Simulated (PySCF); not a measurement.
[VCl4]- holds V(III), d2, at total charge -1. The structure is a model geometry with rigid ligands and bond lengths from ionic radii, not a minimum; coordination tetrahedral, point group Td, metal–donor distances 2.23 Å.

```
5

V     0.000    0.000    0.000
Cl    1.287    1.287    1.287
Cl   -1.287   -1.287    1.287
Cl   -1.287    1.287   -1.287
Cl    1.287   -1.287   -1.287
```

Method (PySCF 2.14, density fitting): CASSCF(2,5) with orbitals averaged over all microstates of the shell, strongly contracted NEVPT2 on the averaged canonical orbitals; basis x2c-TZVPall on the metal, x2c-SVPall elsewhere; spin-free X2C; gas phase; spin-orbit coupling by state interaction with the mean-field operator over all roots.

(1) Which term lies lowest, and with what spin?

(2) List the excited states of the same spin.

(3) Which is the lowest state of another spin?

(4) Give the fitted ligand-field and repulsion parameters.

(5) What are the magnetic parameters?

Charge-transfer states lie outside this active space and may come lower than some of these levels. NEVPT2 lifts 3T2 from 6049 to 6786 cm⁻¹; on the d shell alone such lifts tend to overshoot. NEVPT2 on the d shell alone tends to put d–d bands too high for such charged or covalently bound ions.

The job took 7.2 s on one thread of Arm Neoverse V1 (shared host), with 120 basis functions, launched as `OMP_NUM_THREADS=1 python lf_run.py task.json out`.

Answers

(1) 3A2 (S = 1, orbital degeneracy 1), with 2.0 electrons in the lower (e-type) set and 0.0 in the upper (t2-type) set, by NEVPT2.

(2) By NEVPT2: 3T2 at 6786 cm⁻¹ (1474 nm); 3T1 at 11300 cm⁻¹ (885 nm); 3T1 at 19070 cm⁻¹ (524 nm). The strongest, at 19070 cm⁻¹, has f = 2.5e-03.

(3) 1E at 11591 cm⁻¹ by NEVPT2; CASSCF alone puts it at 13611 cm⁻¹ above the same ground state.

(4) At CASSCF level (the NEVPT2 levels don't fit a ligand-field model well): orbital energies 0, 0, 5611, 5611, 5611 cm⁻¹; 10Dq = 5611 cm⁻¹; B = 887 cm⁻¹; C = 3401 cm⁻¹; B over its free-ion value at the same level 0.816; rms of the fit 249 cm⁻¹; ζ = 163 cm⁻¹ (free ion 209).

(5) The ground multiplet follows a spin Hamiltonian with S = 1, g = 1.911, 1.911, 1.911, D = 0 (spin-orbit part alone); the lowest levels hold 100 % of the spin-free ground state. μeff is 2.80 μB at 300 K and 2.71 μB at 10 K; the spin-only value is 2.83 μB.
